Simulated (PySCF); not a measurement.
**From computed data to an observable: chemical shift, span and skew from a shielding tensor**

C4H2Br2, SMILES C(#C)/C(=C\Br)Br. Atoms are numbered in the order given.

```xyz
8

C      2.7960    -0.1592     0.0000
C      1.5897    -0.2877     0.0000
C      0.1871    -0.4629     0.0000
Br    -0.4183    -2.2619     0.0000
C     -0.7370     0.5134     0.0000
Br    -0.2981     2.3225     0.0000
H      3.8637    -0.0373     0.0000
H     -1.8062     0.2975     0.0000
```
Charge 0, spin multiplicity 1.

Geometry: PBE0-D3(BJ)/def2-SVP. The structure was generated by enumeration; whether it is a known compound was not checked.

GIAO shieldings from PBE/pcSseg-1 in PySCF, non-relativistic, no solvent. The symmetric part of the tensor of C2 has the principal values -1.3, 3.2, 289.6 ppm. The same nucleus in TMS has σ = 182.0 ppm at this level (PySCF, at its B3LYP-D3(BJ)/def2-TZVP geometry). Without spin–orbit terms, shifts of atoms bonded to Cl or Br come out too high.

**Question.** Work out the isotropic shielding, the ¹³C shift against TMS, the span and the skew.

**Answer.** 
σ(iso) = (σ11 + σ22 + σ33)/3 = 97.2 ppm. δ = σ(ref) − σ(iso) = 182.0 − (97.2) = 84.8 ppm.
Span Ω = σ33 − σ11 = 290.9 ppm. Skew κ = 3(σ(iso) − σ22)/Ω = 0.97. Tumbling in solution averages the tensor to δ; in a static solid the shielding alone would spread this spin-1/2 line over Ω.
